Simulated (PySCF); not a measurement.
# Two-component Hartree-Fock for Pr⁴⁺ (praseodymium, charge +4)

Start: [Xe] 4f1; 4f5/2 filled at m_j = +5/2. Calculated with PySCF 2.14 in x2c-SVPall-2c (7s10p9d3f1g, 112 functions): generalised Hartree-Fock with the X2C-1e Hamiltonian and a Gaussian nucleus; one run each with spin-orbit coupling (SO) switched off, then screened by Boettger's factors.

```csv
spinor shell,electrons,"ε, spin-free (eV)","ε, screened SO (eV)",weight of nominal j (screened SO),"rms radius, screened SO (bohr)"
1s1/2,2,-42243.9,-42237.9,1.000,0.0275
2s1/2,2,-6953.1,-6951.2,1.000,0.111
2p1/2,2,-6220.6,-6558.4,1.000,0.0958
2p3/2,4,-6220.6,-6072.2,1.000,0.102
3s1/2,2,-1591.3,-1590.6,1.000,0.290
3p1/2,2,-1354.0,-1422.6,1.000,0.282
3p3/2,4,-1354.0,-1323.5,1.000,0.294
3d3/2,4,-1020.4,-1032.9,1.000,0.266
3d5/2,6,-1020.4,-1011.5,1.000,0.269
4s1/2,2,-379.29,-379.08,1.000,0.658
4p1/2,2,-298.42,-313.92,0.998,0.679
4p3/2,4,-298.42,-291.40,0.999,0.705
4d3/2,4,-178.90,-182.18,0.969,0.766
4d5/2,6,-178.90,-176.52,0.980,0.775
5s1/2,2,-91.851,-91.811,1.000,1.57
5p1/2,2,-67.860,-70.586,0.985,1.67
4f5/2,1,-60.070,-60.203,0.991,1.01
```

(1) Where does 5p3/2 lie, and what is the 5p spin-orbit splitting (screened SO)?

```csv
quantity,spin-free,screened SO
E (hartree),-9228.18312,-9232.47831
M_J,5/2,5/2
⟨J²⟩,9.766,8.819
⟨L²⟩,12.010,12.053
⟨S²⟩,0.751,0.794
```

Each row is a mean over spinors that exchange with the open shell spreads, by up to 7.026 eV (4d3/2).

⟨J²⟩ departs a little from M_J(M_J + 1) because the unrestricted spinors polarise the closed shells.

Breit and QED terms are absent; they matter most for the inner s and p1/2 levels.

Densities and radii are taken from the X2C orbitals without a picture-change correction, which distorts them close to the nucleus.

Without spin-orbit coupling the j labels of p, d and f shells carry no meaning; the spin-free column gives the mean over the occupied spinors of each nl shell, and its ⟨J²⟩ belongs to a mixture of degenerate components.

Answers

(1) At -66.622 eV, 3.964 eV above 5p1/2.
